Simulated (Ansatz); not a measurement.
Saddle point of CH5FZn, closed shell (CH₄Zn ([CH3][ZnH]) + HF → CH₃FZn ([CH3][Zn][F]) + H₂; bonds formed: Zn1–F5, H2–H4; bonds broken: Zn1–H2, H4–F5), PBE0-D4/def2-TZVP structure:

Zn1  (0.202, -0.229, 0.389)
H2  (0.697, -0.515, 2.076)
C3  (-0.663, 0.853, -0.959)
H4  (1.038, -1.308, 1.589)
F5  (1.213, -1.982, 0.594)
H6  (-1.236, 1.664, -0.508)
H7  (0.087, 1.283, -1.626)
H8  (-1.337, 0.234, -1.554)
(Å)

Energies are electronic, without zero-point energy. Barriers and step energies count from the start structure reached by relaxing down the imaginary mode; all methods use the PBE0-D4 structures, on which another method's saddle can fall below an end. Program: Ansatz 0.2.0. Basis: def2-TZVPP, with def2-QZVPP for the basis limit. Cores are frozen in the correlated methods. The 3s and 3p shells of Cu and Zn are frozen; filled d shells are correlated. B3LYP uses VWN-RPA correlation. Extrapolation: Hartree–Fock as exp(−7.88 √X), correlation as X^−2.97.

| method | barrier (eV) | step energy (eV) |
| --- | --- | --- |
| SPW92 | 0.248 | -0.342 |
| PBE-D4 | ? | -0.492 |
| BLYP-D4 | 0.492 | -0.598 |
| r2SCAN-D4 | 0.395 | -0.591 |
| B97M-V | 0.549 | -0.519 |
| PBE0-D4 | ? | -0.452 |
| B3LYP-D4 | 0.551 | -0.552 |
| r2SCAN0-D4 | 0.486 | -0.530 |
| BHLYP-D4 | 0.628 | -0.540 |
| CAM-B3LYP-D4 | 0.533 | -0.550 |
| wB97X-V | 0.536 | -0.571 |
| wB97M-V | 0.552 | -0.527 |
| B2PLYP | 0.564 | -0.574 |
| PBE-QIDH | 0.566 | -0.490 |
| RPA on PBE | ? | -0.537 |
| HF | 0.854 | -0.591 |
| MP2 | 0.592 | -0.554 |
| CCSD | 0.655 | -0.518 |
| CCSD(T) | 0.599 | -0.518 |

(1) Fill in the withheld barriers. (Judge from chemistry; the value comes from the calculation.)

T1 diagnostic: at most 0.016.

Results:

(1) By the calculation: RPA on PBE 0.595; PBE0-D4 0.521; PBE-D4 0.429 eV. Each is the energy of the saddle less that of the start structure, by the same method.

For comparison, the barrier by CCSD(T) at an estimated basis limit (MP2 extrapolated from triple and quadruple zeta, plus CCSD(T) − MP2 in triple zeta) is 0.555 eV.

Labels in which every atom is bracketed show which atoms are joined, not bond orders.

For scale, one of the runs: CCSD(T)/def2-TZVPP, 196 basis functions, launched by `ansatz run in.yaml --threads 4 --pin off --events-out ev --progress --plain --max-ram 9574MiB`. Time: 39 s of wall clock on 4 CPU threads of an Intel Xeon Platinum 8259CL; the host was shared. Peak host memory: 2.3 GiB.
